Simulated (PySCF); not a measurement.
Isomers C5H4F3N3:

A. `c1c(C)nnc(C(F)(F)F)n1`
B. `Cc1nncc(C(F)(F)F)n1`
C. `Cc1nnncc1C(F)(F)F`
D. `C(c1cnn(C=C)n1)(F)(F)F`

Spectrum 1. 13C{1H} NMR (computed): δ 173.4 (C), 152.7 (C), 150.5 (CH), 130.7 (C), 26.8 (CH3).

Spectrum 2. 13C{1H} NMR (computed): δ 159.9 (C), 146.0 (CH), 133.4 (C), 125.4 (C), 22.6 (CH3).

Spectrum 3. 13C{1H} NMR (computed): δ 166.1 (C), 162.6 (C), 153.5 (CH), 129.9 (C), 22.4 (CH3).

Spectrum 4. 13C{1H} NMR (computed): δ 146.6 (C), 139.3 (CH), 138.9 (CH), 130.7 (C), 114.4 (CH2).

[PySCF 2.14.0 with density-fitted response routines: GFN2-xTB geometry; shielding tensors at PBE0/pcSseg-1 (GIAO); fast rotation and ring inversion assumed for equivalent nuclei; no solvent; a single conformation; non-relativistic Hamiltonian]

δ = σ(ref) − σ, references computed at the same level: 13C against TMS. Splittings of carbon signals by F and P are missing where no couplings were computed. Shifts are as computed. Against solution values, carbons near 30 ppm lie about +3 ppm off and those near 130 ppm about +5 ppm. Of 1211 compounds with measured shifts, 218 miss one by over three times the rms of a fit or turn the order of signals round; such compounds aren't used in these exercises.

Question: Which spectrum belongs to which compound?

Answer: 1–B, 2–C, 3–A, 4–D.

- Spectrum 1 (B): 5 13C signals; δC 150.5 is an aromatic CH next to a ring nitrogen; δC 130.7 is a CF3 carbon.
- Spectrum 2 (C): 5 13C signals; δC 146.0 is an aromatic CH next to a ring nitrogen; δC 133.4 is a CF3 carbon.
- Spectrum 3 (A): 5 13C signals; δC 153.5 is an aromatic CH next to a ring nitrogen; δC 129.9 is a CF3 carbon.
- Spectrum 4 (D): 5 13C signals; δC 139.3 is an alkene CH; δC 130.7 is a CF3 carbon.
